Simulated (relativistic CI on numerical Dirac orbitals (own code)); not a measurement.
Method of calculation: Dirac-Coulomb-Breit CI, separate exchange-only KLI orbitals for each configuration, a model potential for QED, unscaled Slater integrals (own radial code, finite nucleus).

The strongest absorption lines from the ground level of an ion, among the configurations computed and to levels below about 37700 eV (vacuum wavelength in Å, gf): 0.3290 (0.01), 0.3330 (0.018), 0.3407 (0.038), 0.3412 (0.015), 0.3586 (0.1), 0.3598 (0.043), 0.4212 (0.51), 0.4269 (0.23).

Question: Which ion is it?
A. La55+
B. I51+
C. Rh43+
D. In47+

Answer: B. I51+ has 2 electrons and the ground level 1s² ¹S0; the strongest line goes to 1s2p ¹P°1. The pattern of lines fixes the number of electrons, and along that sequence the line energies rise steadily with the charge (about as its square where n changes within one kind of shell, about linearly where n is kept but much faster in heavy ions where fine structure, which grows about as Z⁴, sets the gap, and irregularly where shells cross), which fixes Z. Configurations outside the model, such as inner-shell arrays, can give stronger lines. At this charge energies of transitions that change n are usually good to better than 1 %, and those within a shell (Δn = 0) to a few per cent.

LS names give the leading component of a level, which can be under half, so a name can repeat, a term be missing and a line seem to break the LS rules.
